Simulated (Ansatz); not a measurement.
System: sum formula H$_{2}$BO$_{3}$ (charge -1, singlet). 
Geometry from a B3LYP-D3(BJ)/def2-TZVP (Ansatz, a program for electronic structure) optimisation:
```
B
O 1 1.2774
O 1 1.4642 2 124.32
H 3 0.9610 1 111.23 2 162.70
O 1 1.4642 2 124.32 3 -180.00
H 5 0.9610 1 111.23 2 162.70
```
Charge -1, spin multiplicity 1.

Basis-set convergence of Hartree-Fock and MP2 correlation energies (hartree) with Ansatz. Valence correlation only, unless marked. Spin-orbit coupling is left out. Non-relativistic.

```
basis        functions       E(HF)  E(corr, MP2)
-----------  ---------  ----------  ------------
aug-cc-pVDZ        110  -250.62219      -0.70394
aug-cc-pVTZ        230         [?]           [?]
```

What belongs in the gaps?


- aug-cc-pVTZ, E(HF): -250.68679
- aug-cc-pVTZ, E(corr, MP2): -0.85672
